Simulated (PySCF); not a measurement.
# BeIn: from constants to spectrum

UHF-CCSD(T) constants of BeIn, ²Π (doublet), unpaired electrons π ↑ (PySCF, scalar-relativistic core potentials, basis sets Be cc-pVDZ, In cc-pVDZ-PP with ECP28; masses 9.0122 and 114.9039 u):

- ωe: 282.4 cm⁻¹
- ωexe: 6.35 cm⁻¹
- Be: 0.29321 cm⁻¹
- αe: 0.00590 cm⁻¹
- D (centrifugal): 1.26e-06 cm⁻¹
- De to Be + In: 0.331 eV

Problem. Give the vibrational terms G(v) and spacings up to v = 5.

Solution. G(v) = ωe(v+½) − ωexe(v+½)².

```csv
v,G(v) (cm⁻¹),G(v) − G(v−1),Bv (cm⁻¹)
0,139.6,,0.2903
1,409.3,269.7,0.2844
2,666.3,257.0,0.2785
3,910.6,244.3,0.2726
4,1142.2,231.6,0.2667
5,1361.1,218.9,0.2608
```

Problem. How well does the Morse estimate ωe²/(4ωexe) reproduce De, and what is D0?

Solution. It gives 0.389 eV, 118 % of the computed De. D0 = De − G(0) = 0.331 − 0.017 = 0.314 eV.

Correlated steps freeze 4 core orbitals. The bond is weak. Basis-set superposition, not corrected here, can be much of De in a small basis, most of all at correlated wavefunction levels. Spin–orbit coupling is left out, which matters for elements this heavy, above all for dissociation energies. The state was picked by a PBE0 search and need not be the measured ground state.
